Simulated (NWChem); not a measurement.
# H$_{5}$BS

```xyz
7

B      1.2944    -0.4708     0.0000
H      1.7365     0.0260    -1.0206
H      1.7365     0.0260     1.0206
H      1.1705    -1.6792     0.0000
S     -0.5468     0.2974     0.0000
H     -1.1836    -0.3882    -0.9786
H     -1.1836    -0.3882     0.9786
```
Charge 0, spin multiplicity 1.

Everything below was run with NWChem. Structure: optimised with PBE0/def2-SVP, a minimum by its harmonic frequencies.

The structure started from a generated list of species. No SCF solution was tested for a lower state.

Worked example. At r2SCAN/def2-TZVP the molecule has a total energy of -425.98917 Ha and the free atoms (multiplicities B 2, H 2, S 3) B -24.63674, H -0.49993, S -398.08366 Ha. The electronic atomisation energy is the atoms' sum less the molecule's energy.

1·(-24.63674) + 5·(-0.49993) + 1·(-398.08366) = -425.22005 Ha for the atoms; less the molecule's energy this leaves 0.76912 Ha, or 482.6 kcal/mol (2019 kJ/mol), without zero-point, thermal or spin-orbit terms.
